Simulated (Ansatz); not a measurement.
`C[O][Ti]([Cl])([O]C)[O]C`. Total charge 0; spin multiplicity 1. All single points use the PBE0-D4/def2-TZVP geometry. It is one conformer, not always the lowest.

```xyz
17

C    -0.755   -0.360   -2.694
O     0.058   -0.592   -1.586
Ti    0.879    0.047   -0.156
Cl    3.081    0.168   -0.547
O     0.579   -1.022    1.220
C     0.124   -2.251    1.694
O     0.252    1.661    0.207
C    -0.229    2.564    1.152
H    -0.167   -0.458   -3.612
H    -1.566   -1.095   -2.720
H    -1.190    0.644   -2.659
H    -0.362   -2.824    0.898
H     0.966   -2.832    2.083
H    -0.594   -2.094    2.505
H    -0.407    2.070    2.113
H    -1.168    3.004    0.802
H     0.498    3.368    1.300
```

Problem. What is the dipole moment at PBE/def2-TZVPP? (Estimate.)

Solution. Ansatz gave: 4.03 D, with components (-3.96, -0.21, 0.70) D in this frame, pointing from negative to positive charge.

Problem. And with r2SCAN, B3LYP, ωB97M-V? (Best estimate.)

Solution. Computed: r2SCAN 4.09 D, B3LYP 4.01 D, ωB97M-V 4.00 D.

Problem. Give the Mulliken charges with PBE, ωB97M-V, r2SCAN in def2-TZVPP. (An estimate is asked.)

Solution. Ansatz gave: 
```json
{"atom": "C1", "PBE": "-0.14", "ωB97M-V": "-0.18", "r2SCAN": "0.01"}
{"atom": "O2", "PBE": "-0.37", "ωB97M-V": "-0.41", "r2SCAN": "-0.43"}
{"atom": "Ti3", "PBE": "0.88", "ωB97M-V": "0.96", "r2SCAN": "1.05"}
{"atom": "Cl4", "PBE": "-0.30", "ωB97M-V": "-0.27", "r2SCAN": "-0.33"}
{"atom": "O5", "PBE": "-0.37", "ωB97M-V": "-0.41", "r2SCAN": "-0.43"}
{"atom": "C6", "PBE": "-0.14", "ωB97M-V": "-0.18", "r2SCAN": "0.01"}
{"atom": "O7", "PBE": "-0.37", "ωB97M-V": "-0.41", "r2SCAN": "-0.43"}
{"atom": "C8", "PBE": "-0.14", "ωB97M-V": "-0.18", "r2SCAN": "0.01"}
{"atom": "H9", "PBE": "0.11", "ωB97M-V": "0.13", "r2SCAN": "0.07"}
{"atom": "H10", "PBE": "0.10", "ωB97M-V": "0.12", "r2SCAN": "0.06"}
{"atom": "H11", "PBE": "0.10", "ωB97M-V": "0.11", "r2SCAN": "0.06"}
{"atom": "H12", "PBE": "0.10", "ωB97M-V": "0.11", "r2SCAN": "0.06"}
{"atom": "H13", "PBE": "0.11", "ωB97M-V": "0.13", "r2SCAN": "0.07"}
{"atom": "H14", "PBE": "0.10", "ωB97M-V": "0.12", "r2SCAN": "0.06"}
{"atom": "H15", "PBE": "0.10", "ωB97M-V": "0.11", "r2SCAN": "0.06"}
{"atom": "H16", "PBE": "0.10", "ωB97M-V": "0.12", "r2SCAN": "0.06"}
{"atom": "H17", "PBE": "0.11", "ωB97M-V": "0.13", "r2SCAN": "0.07"}
```

B3LYP here is the variant with VWN-RPA as its local correlation; programs differ in this.
